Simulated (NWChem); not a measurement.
System: CH₃BClIO; SMILES COB(Cl)I

Here is an NWChem input.

```
start job
memory heap 200 mb stack 900 mb global 1100 mb
geometry units angstroms noautoz
  B     -0.020261     0.998682     0.000071
  Cl     1.443669     1.965013    -0.000314
  I      0.155232    -1.152669     0.000332
  O     -1.189061     1.626093     0.000177
  C     -2.494280     1.099689     0.000575
  H     -3.020004     1.466201     0.893916
  H     -3.019935     1.464532    -0.893495
  H     -2.491190    -0.000957     0.001571
end
basis spherical
  B library def2-svp
  Cl library def2-svp
  I library def2-svp
  O library def2-svp
  C library def2-svp
  H library def2-svp
end
ecp
  I library def2-ecp
end
dft
  xc xpbe96 cpbe96
  iterations 150
  mulliken
end
task dft energy
```

All runs use the structure optimised with PBE0/def2-SVP. No frequency run checked for a minimum. def2 effective core potentials on I; no spin-orbit coupling.

Task: Give the results of this calculation. (PBE/def2-SVP with def2 effective core potentials on I.) Quantities: energy (Ha); highest occupied level (eV); orbital gap (eV); dipole (D).

Result: The energy (Ha) is -897.37 and the highest occupied level (eV) is -6.34. The orbital gap (eV) is 5.07 and the dipole (D) is 2.40.
